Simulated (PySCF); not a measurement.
This PySCF input asks for the NMR shieldings of `C[C@@H]1[SiH2]O[Si@@]1(C)Cl`, C3H9ClOSi2; the geometry comes from GFN2-xTB.

```python
import basis_set_exchange as bse
import numpy as np
from pyscf import gto, dft
from pyscf.prop import nmr

atoms = """
C    -1.631541   -0.899764   -0.361348
C    -0.963228    0.139995    0.529077
Si   -0.661115    1.911240   -0.169039
O     0.960135    1.684495    0.141694
Si    0.953263    0.120282    0.713624
C     1.972418   -1.026061   -0.387929
Cl    1.645335    0.136279    2.599203
H    -1.180665   -0.912972   -1.351019
H    -1.537286   -1.896505    0.067852
H    -2.691541   -0.678175   -0.477564
H    -1.475525    0.148281    1.493003
H    -1.128548    3.028261    0.632897
H    -0.825779    2.036484   -1.608232
H     1.592898   -1.040479   -1.404104
H     1.955323   -2.040840   -0.005401
H     3.008257   -0.701576   -0.424126
"""
names = dict.fromkeys(["C", "Si", "O", "Cl", "H"], "pcSseg-1")
basis = {el: gto.basis.parse(bse.get_basis(n, elements=[el], fmt="nwchem")) for el, n in names.items()}
mol = gto.M(atom=atoms, basis=basis, charge=0, verbose=0)
mf = dft.RKS(mol, xc="PBE0")
mf.grids.level = 2
mf.grids.alignment = dft.numint.BLKSIZE   # the property module wants whole blocks of grid points
mf.conv_tol = 1e-9
mf.kernel()

calc = nmr.RKS(mf)   # GIAO
C = mf.mo_coeff
Co = C[:, mf.mo_occ > 0]
resp = mf.gen_response(singlet=True, hermi=2)
def vind(x):   # induced exchange potential for any number of trial vectors
    d = np.einsum("pi,xij,qj->xpq", C, 2 * x.reshape(-1, C.shape[1], Co.shape[1]), Co, optimize=True)
    return np.einsum("xpq,pi,qj->xij", resp(d - d.transpose(0, 2, 1)), C, Co, optimize=True).ravel()
mo1, _ = nmr.rhf.solve_mo1(calc, with_cphf=vind)
sigma = calc.kernel(mo1)
for i, s in enumerate(sigma):   # ppm
    w = np.linalg.eigvalsh((s + s.T) / 2)
    print("%2d %-2s iso %8.1f  s11 %8.1f  s22 %8.1f  s33 %8.1f" % (i, mol.atom_pure_symbol(i), w.mean(), *w))
```

**Question.** Give the expected output.

**Answer.** 
```
 0 C  iso    175.0  s11    167.3  s22    171.8  s33    185.9
 1 C  iso    152.3  s11    105.8  s22    163.3  s33    187.8
 2 Si iso    349.4  s11    323.5  s22    334.6  s33    390.1
 3 O  iso    218.9  s11    125.7  s22    254.4  s33    276.5
 4 Si iso    317.6  s11    285.9  s22    318.4  s33    348.6
 5 C  iso    183.1  s11    172.5  s22    181.9  s33    194.7
 6 Cl iso    858.2  s11    744.5  s22    859.5  s33    970.6
 7 H  iso     30.3  s11     26.3  s22     29.5  s33     35.3
 8 H  iso     30.3  s11     25.6  s22     28.3  s33     37.1
 9 H  iso     30.4  s11     25.2  s22     27.8  s33     38.0
10 H  iso     29.5  s11     25.8  s22     30.0  s33     32.8
11 H  iso     26.2  s11     22.9  s22     23.8  s33     32.0
12 H  iso     26.5  s11     23.7  s22     24.3  s33     31.5
13 H  iso     31.2  s11     26.4  s22     29.6  s33     37.5
14 H  iso     31.5  s11     27.6  s22     28.8  s33     38.0
15 H  iso     30.9  s11     26.8  s22     28.4  s33     37.6
```

These numbers come from an equivalent density-fitted implementation of the same equations, which agrees with the script to about 0.01 ppm for H and up to a few tenths of a ppm for heavy atoms, so last digits may differ.

Size and cost of the density-fitted run: 185 basis functions, 69 s wall time on 1 thread of an Arm Neoverse N1, shared host; peak memory 0.84 GiB.
